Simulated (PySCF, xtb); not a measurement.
Si(H)3(SMe) (CH6SSi), SMILES CS[SiH3].

Harmonic wavenumbers (cm⁻¹) from GFN2-xTB in xtb at its own minimum, in rising order: 108, 120, 185, 510, 536, 559, 721, 737, 768, 796, 946, 959, 1322, 1453, 1460, 2284, 2301, 2388, 3028, 3033, 3061.

Question: What does B3LYP-D3(BJ)/def2-SVP run with PySCF give at its own minimum? (An estimate is asked for; the answer gives what the named calculation found.)

Answer: 122, 136, 182, 504, 625, 634, 700, 925, 926, 962, 971, 984, 1337, 1452, 1457, 2205, 2207, 2245, 3040, 3140, 3153. Paired by order, the mean absolute difference is 64 cm⁻¹ and the zero-point energies are 39.0 and 39.9 kcal/mol.
